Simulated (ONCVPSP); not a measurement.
**Which change was made? (Pd, ONCV)**

```json
{"Element": "palladium", "Generator": "ONCVPSP 4.0.1", "Type": "optimised norm-conserving Vanderbilt (ONCV)", "Functional": "PBEsol", "Relativity": "scalar-relativistic", "Frozen core": "[Ar] 3d10", "Valence charge": "18", "Reference configuration": "4s2 4p6 4d9 5s1", "Partial waves": "4s+5s: rc 1.55 bohr, ncon 3, nbas 6, qcut 8.7 1/bohr, 3 projectors, debl 2.3 Ha; 4p: rc 1.10 bohr, ncon 4, nbas 8, qcut 5.9 1/bohr, 2 projectors, debl 2.3 Ha; 4d: rc 1.25 bohr, ncon 5, nbas 9, qcut 8.9 1/bohr, 2 projectors, debl 2.3 Ha", "Local potential": "polynomial inside 0.70 bohr (lpopt 5, dvloc0 4 Ha)", "Core correction": "Teter function fitted to the true core (icmod 2), fcfact 0.3"}
```

Cutoffs, loose and tight: the cutoffs (Ha) at which the residual kinetic energy of the hardest occupied pseudo-wave falls to 1 and 0.1 mHa per electron. They do not see the model core or the augmentation charge, which bear on the density cutoff. Test errors are all-electron minus pseudo excitation energies from the reference, over the configurations 4s2 4p6 4d10 5s0; 4s2 4p6 4d9 5s0; 4s2 4p6 4d8 5s0; 4s1 4p6 4d10 5s0; variants that change the core or the reference have their own tests.

The base gives: outcome: generated; cutoff, loose: 147 Ha; cutoff, tight: 175 Ha; bound ghosts: none; GHOST(+) flags above zero: s, p; largest test error (meV): -199.

(1) After one change the result is: outcome: generated; cutoff, loose: 188 Ha; cutoff, tight: 229 Ha; bound ghosts: none; GHOST(+) flags above zero: s, p; largest test error (meV): -198. Which change was it?
A. reference 4s2 4p6 4d10; wave 4s+5s: rc 1.55 bohr, ncon 3, nbas 6, qcut 8.7 1/bohr, 3 projectors, debl 2.3 Ha becomes 4s: rc 1.55 bohr, ncon 3, nbas 6, qcut 8.7 1/bohr, 3 projectors, debl 2.3 Ha
B. s: qcut 12
C. p: nbas 9

Results:

(1) C. The others give: s: qcut 12 → outcome: generated; cutoff, loose: 147 Ha; cutoff, tight: 175 Ha; bound ghosts: none; GHOST(+) flags above zero: s, p; largest test error (meV): -144 | reference 4s2 4p6 4d10; wave 4s+5s: rc 1.55 bohr, ncon 3, nbas 6, qcut 8.7 1/bohr, 3 projectors, debl 2.3 Ha becomes 4s: rc 1.55 bohr, ncon 3, nbas 6, qcut 8.7 1/bohr, 3 projectors, debl 2.3 Ha → outcome: generated, projector energies reset by the program; cutoff, loose: 146 Ha; cutoff, tight: 174 Ha; bound ghosts: none; GHOST(+) flags above zero: s, p; largest test error (meV): -1.6 over the solved tests; 2 of 4 tests not solved or not reliable.
